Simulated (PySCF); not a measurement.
A structure optimised at PBE-D3(BJ)/def2-SVP, used in a PySCF frequency run:

```xyz
12

Al    -0.6329    -0.9277     0.0000
H     -2.1911    -1.2113     0.0000
F      0.4783    -2.1905     0.0000
N      0.0229     0.7352     0.0000
C      1.4413     1.0455     0.0000
C     -0.8315     1.9076     0.0000
H      1.7356     1.6428    -0.8966
H      1.7356     1.6428     0.8966
H      2.0444     0.1155     0.0000
H     -0.6587     2.5508     0.8967
H     -0.6587     2.5508    -0.8967
H     -1.9031     1.6174     0.0000
```
Charge 0, spin multiplicity 1.

Task: Write its SMILES, formula and point group.

Result: C[N](C)[AlH][F], C₂H₇AlFN, Cs

Task: What are its rotational constants (standard atomic weights)?

Result: 7.0923, 2.4869, 1.8858 GHz
